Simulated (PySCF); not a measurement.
## CsBe and its ions

PBE0; basis Cs def2-SVPD with ECP46, Be def2-SVPD; scalar-relativistic core potentials; PySCF 2.14. Neutral (UKS): doublet (σ ↑), Re = 3.790 Å, ωe = 140 cm⁻¹, De = 0.28 eV, HOMO -2.73 eV, LUMO -1.18 eV.

CsBe⁺ (UKS): singlet (closed shell), Re = 3.956 Å, ωe = 104 cm⁻¹, De = 0.16 eV to Cs⁺ + Be. The energies at the minima are -34.76884 hartree for CsBe and -34.62114 for CsBe⁺.

Question: Work out the adiabatic ionisation energy, without and with harmonic zero-point energies (1 hartree = 27.2114 eV, 1 eV = 8065.5 cm⁻¹), and the change of the bond length.

Answer: At PBE0: 0.14770 hartree = 4.019 eV between the minima; the zero-point term (104.0 − 140.0)/2 cm⁻¹ = -0.002 eV makes it 4.017 eV. Re changes by +16.6 pm against the neutral. The electron leaves a σ orbital; in so polar a molecule the change of length follows mostly from the change of the ionic charges.

CsBe⁻ (UKS): singlet (closed shell), Re = 4.217 Å, ωe = 86.7 cm⁻¹, De = 0.29 eV to Cs⁻ + Be. The energies at the minima are -34.76884 hartree for CsBe and -34.78547 for CsBe⁻.

Question: Work out the adiabatic electron affinity, without and with harmonic zero-point energies (1 hartree = 27.2114 eV, 1 eV = 8065.5 cm⁻¹), and the change of the bond length.

Answer: At PBE0: 0.01663 hartree = 0.453 eV between the minima; the zero-point term (140.0 − 86.7)/2 cm⁻¹ = +0.003 eV makes it 0.456 eV. Re changes by +42.7 pm against the neutral. The electron enters a σ orbital, and the ion is left as a loose complex of an ion and an atom.

Closed-shell solutions of metal pairs were not tested for spin polarisation, which can lower them a little. Weak bonds: CsBe, CsBe⁺, CsBe⁻. Basis-set superposition, not corrected here, can be much of De in a small basis, most of all at correlated wavefunction levels. Spin–orbit coupling is left out. For an ion De counts to the pair picked by the measured ionisation energies or electron affinities, which need not be the lowest pair at this level. The highest Kohn–Sham level is positive in this anion. Much of that is self-interaction error, but it also means that the finite basis helps to hold the extra electron. States were picked by a PBE0 search and need not be the measured ground states.
